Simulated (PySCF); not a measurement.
From one molecule to another.

First species: C5H10S2Si2.
Numbering: `[CH:1]#[C:2][SiH2:3]/[C:4](=[CH:5]\[S:6][CH3:7])[S:8][SiH3:9]` (hydrogens: H10 on C1; H11, H12 on Si3; H13 on C5; H14, H15, H16 on C7; H17, H18, H19 on Si9)

Second species: C₆H₉FP₂Si.
SMILES: `C(#C)[C@@H](C#CC)[Si](P)(F)P`

Levels: PBE0/pcSseg-1 for dipole moment, HOMO energy, LUMO energy and HOMO–LUMO gap; GFN2-xTB for rotational constant A and rotational constant C. Geometries: GFN2-xTB. All species are isolated and taken at one optimised geometry, non-relativistic unless stated; the electronic structure was computed with PySCF and density fitting.

Dipoles, sizes and rotational constants follow the conformer. The torsions of the flexible species, by atom-mapped SMILES:
- `[CH:1]#[C:2][SiH2:3]/[C:4](=[CH:5]\[S:6][CH3:7])[S:8][SiH3:9]`: C2–Si3–C4–C5 -80°, C4–C5–S6–C7 -175°, Si3–C4–S8–Si9 -82°
- `[CH:1]#[C:2][C@@H:3]([C:4]#[C:5][CH3:6])[Si:7]([F:8])([PH2:9])[PH2:10]`: C2–C3–Si7–F8 77°, H–P9–Si7–C3 25°, H–P9–Si7–C3 -68°, H–P10–Si7–C3 82°, H–P10–Si7–C3 175°

Values for the first species:

- Dipole moment: 2.53 D
- HOMO energy: -6.33 eV
- LUMO energy: -0.85 eV
- HOMO–LUMO gap: 5.48 eV
- Rotational constant A: 0.926 GHz
- Rotational constant C: 0.451 GHz

(1) Estimate the same properties for the second species, and the change in each.

Answers

(1) 
| property | first | second | second less first |
| --- | --- | --- | --- |
| dipole moment | 2.53 D | 3.12 D | +0.59 D |
| HOMO energy | -6.33 eV | -7.23 eV | -0.90 eV |
| LUMO energy | -0.85 eV | -0.50 eV | +0.35 eV |
| HOMO–LUMO gap | 5.48 eV | 6.73 eV | +1.25 eV |
| rotational constant A | 0.926 GHz | 0.827 GHz | -0.099 GHz |
| rotational constant C | 0.451 GHz | 0.485 GHz | +0.034 GHz |

On the first: The dipole matches unit charges of opposite sign 0.53 Å apart (1 e·Å = 4.8032 D).

On the second: In atomic units the dipole is 1.23 e·bohr (1 au = 2.5417 D).
